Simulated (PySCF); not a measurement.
cyclotrisilazane (H₉N₃Si₃), singlet, geometry from GFN2-xTB; MN15/3-21G in PySCF.

The PySCF input:
```python
from pyscf import gto, scf, dft

mol = gto.Mole()
mol.atom = '''
    Si    1.680548   -0.424967   -0.525960
    N     0.502902   -1.528326    0.083771
    Si   -1.175621   -1.310262    0.417014
    N    -1.460436    0.384865    0.562605
    Si   -0.548396    1.723693   -0.030265
    N     1.060958    1.171053   -0.314183
    H     1.940001   -0.689110   -1.953842
    H     2.911939   -0.563009    0.264480
    H     0.816665   -2.482004    0.137400
    H    -1.992763   -1.882461   -0.669625
    H    -1.490307   -1.949024    1.702318
    H    -2.367973    0.625472    0.922028
    H    -0.516099    2.763327    1.007603
    H    -1.139888    2.242990   -1.277816
    H     1.723030    1.902186   -0.508936
'''
mol.basis = '3-21g'
mol.charge = 0
mol.spin = 0
mol.verbose = 4
mol.build()

mf = dft.RKS(mol)
mf.xc = 'mn15'
mf.kernel()
```

What the program printed (banner, timings and long lists left out):

```
PySCF version 2.14.0

[INPUT] verbose = 4
[INPUT] num. atoms = 15
[INPUT] num. electrons = 72
[INPUT] charge = 0
[INPUT] spin (= nelec alpha-beta = 2S) = 0
[INPUT] symmetry False subgroup None
[INPUT] Mole.unit = angstrom
[INPUT] Symbol           X                Y                Z      unit          X                Y                Z       unit  Magmom
[...]
nuclear repulsion = 473.520009424761
number of shells = 54
number of NR pGTOs = 153
number of NR cGTOs = 84
basis = 3-21g
ecp = {}

******** <class 'pyscf.dft.rks.RKS'> ********
method = RKS
initial guess = minao
damping factor = 0
level_shift factor = 0
DIIS = <class 'pyscf.scf.diis.CDIIS'>
diis_start_cycle = 1
diis_space = 8
diis_damp = 0
SCF conv_tol = 1e-09
SCF conv_tol_grad = None
SCF max_cycles = 50
direct_scf = True
direct_scf_tol = 1e-13
XC library pyscf.dft.libxc version 7.1.2
    S. Lehtola, C. Steigemann, M. J. T. Oliveira, and M. A. L. Marques,  SoftwareX 7, 1–5 (2018)
XC functionals = mn15
    H. S. Yu, X. He, S. L. Li, and D. G. Truhlar,  Chem. Sci. 7, 5032–5051 (2016)
    H. S. Yu, X. He, S. L. Li, and D. G. Truhlar,  Chem. Sci. 7, 5032–5051 (2016)
radial grids:
    Treutler-Ahlrichs [JCP 102, 346 (1995); DOI:10.1063/1.469408] (M4) radial grids

becke partition: Becke, JCP 88, 2547 (1988); DOI:10.1063/1.454033
pruning grids: <function nwchem_prune>
grids dens level: 3
symmetrized grids: False
atomic radii adjust function: <function treutler_atomic_radii_adjust>
small_rho_cutoff = 0
Set gradient conv threshold to 3.16228e-05
Initial guess from minao.
tot grids = 187520
init E= -1031.52285453208
[...]
cycle= 1 E= -1031.32384030521  delta_E= 0.199  |g|= 0.697  |ddm|=  3.6
[...]
cycle= 2 E= -1031.27612155328  delta_E= 0.0477  |g|= 0.838  |ddm|= 1.38
[...]
cycle= 3 E= -1031.42519824316  delta_E= -0.149  |g|= 0.0381  |ddm|= 0.837
[...]
cycle= 4 E= -1031.42559989144  delta_E= -0.000402  |g|= 0.00662  |ddm|= 0.0579
[...]
cycle= 5 E= -1031.42561574918  delta_E= -1.59e-05  |g|= 0.00102  |ddm|= 0.012
[...]
cycle= 6 E= -1031.42561618003  delta_E= -4.31e-07  |g|= 0.000257  |ddm|= 0.00204
[...]
cycle= 7 E= -1031.42561619177  delta_E= -1.17e-08  |g|= 0.000191  |ddm|= 0.000468
[...]
cycle= 8 E= -1031.42561619966  delta_E= -7.89e-09  |g|= 1.38e-05  |ddm|= 0.000192
[...]
cycle= 9 E= -1031.42561619976  delta_E= -9.89e-11  |g|= 3.16e-06  |ddm|= 4.22e-05
[...]
Extra cycle  E= -1031.42561619976  delta_E= -3.87e-12  |g|= 1.89e-06  |ddm|= 9.28e-06
converged SCF energy = -1031.42561619976
```
